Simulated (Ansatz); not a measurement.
Consider the redistribution: `BN[SiH2]Cl` + `C=CCS[SiH3]` → `[SiH3]SC[SiH2]Cl` + `BNC=C`.

Computed with Ansatz on PBE0-D4/def2-TZVP structures; ΔE is electronic, products minus reactants. CCSD(T)/CBS is the MP2 limit (def2-TZVPP, def2-QZVPP) plus CCSD(T) − MP2 in def2-TZVPP, frozen cores. Functionals use def2-TZVPP. B3LYP here is the variant with VWN-RPA as its local correlation; programs differ in this. Each species was taken in one conformer, which may not be the lowest.

```json
{"level": "r2SCAN-D4", "ΔE (kJ/mol)": "58.2", "difference from CCSD(T)/CBS": "-9.2"}
{"level": "PBE0-D4", "ΔE (kJ/mol)": "54.8", "difference from CCSD(T)/CBS": "-12.6"}
{"level": "B3LYP-D4", "ΔE (kJ/mol)": "58.3", "difference from CCSD(T)/CBS": "-9.1"}
{"level": "ωB97X-V", "ΔE (kJ/mol)": "62.0", "difference from CCSD(T)/CBS": "-5.4"}
{"level": "B2PLYP", "ΔE (kJ/mol)": "64.6", "difference from CCSD(T)/CBS": "-2.8"}
{"level": "r2SCAN", "ΔE (kJ/mol)": "58.3", "difference from CCSD(T)/CBS": "-9.1"}
{"level": "HF/def2-TZVPP", "ΔE (kJ/mol)": "75.3", "difference from CCSD(T)/CBS": "7.9"}
{"level": "MP2/def2-TZVPP", "ΔE (kJ/mol)": "70.8", "difference from CCSD(T)/CBS": "3.4"}
{"level": "MP2/def2-QZVPP", "ΔE (kJ/mol)": "70.7", "difference from CCSD(T)/CBS": "3.3"}
{"level": "HF/CBS(def2)", "ΔE (kJ/mol)": "76.1", "difference from CCSD(T)/CBS": "8.7"}
{"level": "CCSD(T)/CBS", "ΔE (kJ/mol)": "67.4", "difference from CCSD(T)/CBS": "0"}
```

Largest T1 diagnostic among the species: 0.013.

In def2-TZVPP, CCSD(T) changes the Hartree–Fock value by −7.3 kJ/mol (the triples alone add −1.5 kJ/mol) and MP2 by −4.5 kJ/mol. From PBE to PBE0 (25 % exact exchange), in def2-TZVPP and without D4, ΔE moves by +5.6 kJ/mol.
